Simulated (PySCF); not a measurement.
C3H7BFN.
Geometry (PBE0-D3(BJ)/def2-SVP, Å), atoms numbered from 1 in this order:
```
atom  x, y, z in Å
B1     2.715   -0.565    0.083
N2     1.299   -0.085   -0.241
C3     0.233    0.275   -0.483
C4    -1.125    0.699   -0.758
C5    -2.156   -0.050    0.085
F6    -3.391    0.418   -0.249
H7     2.615   -1.766    0.295
H8     3.387   -0.314   -0.908
H9     3.066    0.067    1.070
H10   -1.338    0.541   -1.827
H11   -1.206    1.781   -0.565
H12   -1.976    0.120    1.159
H13   -2.107   -1.133   -0.114
```

Linear response at PBE0/def2-SVPD (PySCF, frozen core in the response, non-relativistic). One conformer (not necessarily the lowest) at the PBE0-D3(BJ)/def2-SVP geometry, without solvent, vibrations or thermal averaging.

Static isotropic polarisability: 68.50 au (10.15 Å³), principal values 51.4, 54.2, 99.9 au.

Problem. What is the polarisability at 1064 nm and at the sodium D line?

Solution. 69.27 au at 1064 nm (+1.1 %), 71.15 au at 589.3 nm (+3.9 %). The rise at 589.3 nm is 3.42 times that at 1064 nm; a pure ω² law gives 3.26. The lowest singlet lies at 225 nm, shorter than both wavelengths.

Problem. What is the isotropic C6 coefficient between two such molecules, C6 = (3/π)∫α(iω)² dω?

Solution. 1776 au (Eh·bohr⁶) by a ten-point quadrature over imaginary frequencies, which is 1060 eV·Å⁶ or 102 J·nm⁶/mol.

Problem. Which effective excitation energy ω̄ makes London's formula C6 = (3/4)α²ω̄ exact here?

Solution. ω̄ = 4·C6/(3α²) = 0.505 Eh = 13.7 eV. A one-pole form α(ω) = α/(1 − ω²/ω̄²) fitted to the 1064 nm value gives 11.0 eV. London's choice of the ionisation energy (10.10 eV, ΔSCF at the same level) gives C6 = 1310 au, 26 % too low.

Problem. How many electrons N does the Slater–Kirkwood formula C6 = (3/4)·√N·α^(3/2) need to give this C6?

Solution. N = (4·C6/3)²/α³ = 17.4; the species has 46 electrons in all.

Problem. What n − 1 at the D line would an ideal gas of it have at 273.15 K and 1 atm (2.6868 × 10¹⁹ cm⁻³), by n − 1 = 2π·N·α′?

Solution. 17.80 × 10⁻⁴, a formal value whether or not that pressure can be reached.

Problem. How anisotropic is the static polarisability, by Δα² = ½[(α1 − α2)² + (α2 − α3)² + (α3 − α1)²]?

Solution. Δα = 47.2 au, or 0.69 of the isotropic value.

Hardware: an Arm Neoverse V1 with one thread, no GPU, shared host with 32 logical CPUs at a one-minute load of 11. Cost: 20 s of wall time, 0.76 GiB resident at most. This is the whole response run at PBE0/def2-SVPD, SCF included.
